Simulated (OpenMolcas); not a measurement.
Cr2+ (d4) among equal point charges was computed by CASSCF with the d shell active (OpenMolcas, ANO-RCC-VDZP on the metal). Its lowest spin-free states, and all those of the highest spin:

```tsv
2S+1	Degeneracy	E (cm-1)
5	2	0.0
3	1	2334
3	2	6278
1	2	13884
3	1	14743
1	2	14995
1	1	15381
3	2	17342
3	2	19727
3	1	21054
3	2	21176
1	1	21597
5	2	22670
5	1	29955
```

Problem. Is the site octahedral, tetrahedral or cube-like, axial, or of lower symmetry?

Solution. The states with 2S+1 = 5 have orbital degeneracies 2, 2, 1. There are pairs but no triples, so the site is axial: not cubic, but with a proper or improper axis of order three or more. The run had Cr2+ among 6 point charges of -2.2 e arranged as a trigonal antiprism (D3d), 1.68 Å from the ion, with a polar angle of 66.2° against the regular 54.74°. The active orbitals were held to one l.

An orbital doublet at a regular site is open to a Jahn-Teller distortion, which this geometry leaves out. Without dynamic correlation the repulsion within the d shell is too large (B by tens of per cent), so at a given field states of lower spin stand too high. This shell can be high or low spin here, a state of another spin lies low, and with metal d orbitals alone active their balance is uncertain, so the ground spin may be wrong. This is an electrostatic model: the charges have no orbitals. No measured value stands beside these numbers.
